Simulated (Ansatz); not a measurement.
The lowest doublet and quartet of C2H3 (SMILES [C]C); geometries from B3LYP-D3(BJ)/def2-TZVP, each state relaxed from the structure named, with no frequency check.
Doublet at the quartet's geometry (charge 0, multiplicity 2):
```tsv
atom	x (Å)	y (Å)	z (Å)
C	0.9272	0.0982	0.2719
C	-0.4973	-0.0527	-0.1459
H	-0.5959	-0.8670	-0.8717
H	-0.8579	0.8731	-0.6070
H	-1.1257	-0.2794	0.7222
```

A positive gap puts the quartet lower; no zero-point energy. U- takes an unrestricted doublet. The quartet is unrestricted in single-reference levels. Active spaces average the two states.

Frozen-core correlation.

Run with Ansatz (a quantum-chemistry and plane-wave program) with Gaussian orbitals. Each number belongs to the level named beside it.

U-PBE/def2-TZVPP gives -28.53 kcal/mol for the gap E(doublet) − E(quartet), vertical, at the quartet's geometry.

Q: Predict the shift from PBE, with its sign, for: U-r2SCAN/def2-TZVPP, U-PBE0/def2-TZVPP, U-wB97M-V/def2-TZVPP, U-B2PLYP/def2-TZVPP, SC-NEVPT2 on SA-CASSCF(3,3)/cc-pVQZ, FIC-MRCISD+Q on SA-CASSCF(3,3)/cc-pVTZ.

A: U-r2SCAN/def2-TZVPP 8.06; U-PBE0/def2-TZVPP 2.92; U-wB97M-V/def2-TZVPP -4.67; U-B2PLYP/def2-TZVPP -2.38; SC-NEVPT2 on SA-CASSCF(3,3)/cc-pVQZ 0.79; FIC-MRCISD+Q on SA-CASSCF(3,3)/cc-pVTZ 1.83 kcal/mol. 4 of 6 lie above PBE; the widest gap is to U-r2SCAN/def2-TZVPP.
